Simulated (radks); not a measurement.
Se, 34 electrons, occupied as [Ar] 3d10 4s2 4p3 7d1 (not the ground configuration). Calculated with a radial shooting solver on a logarithmic mesh with Libxc functionals: scalar-relativistic Kohn-Sham, PBE, spin-polarised, spherical densities, point nucleus; open shells are filled with parallel spins first.

Radial electron density D(r) = 4 pi r^2 rho(r):

r (bohr)  D(r) (e/bohr)  spin D(r)
0.004304          5.393  -0.000149
0.00612           9.427  -0.000224
0.008772          15.81  -0.000238
0.01247           24.35   0.000116
0.01788           34.01    0.00188
0.02542           40.90    0.00766
0.03644           41.23     0.0236
0.05181           36.11     0.0565
0.07426           35.25      0.104
0.1056            44.59      0.124
0.1513            48.99     0.0547
0.2152            35.26    -0.0182
0.3084            26.35      0.135
0.4386            32.58      0.294
0.6286            26.16     0.0451
0.8939            10.98      0.155
1.281             4.543       1.18
1.822             3.172       1.75
2.611             1.364      0.972
3.713            0.2499      0.208
5.322           0.01462     0.0136
7.567          0.009018    0.00901
10.85          0.009566    0.00957
15.42          0.002039    0.00204
22.1            0.02053     0.0205
31.43          0.003528    0.00353
45.05           0.04625     0.0463
64.06         0.0005683   0.000568

D(r) has 6 maxima, at r = 0.0308, 0.139, 0.471, 9.10, 20.7, 42.3 bohr, and minima at 0.0643, 0.299, 6.40 bohr, inside which lie 2.07, 11.03, 33.01 electrons.
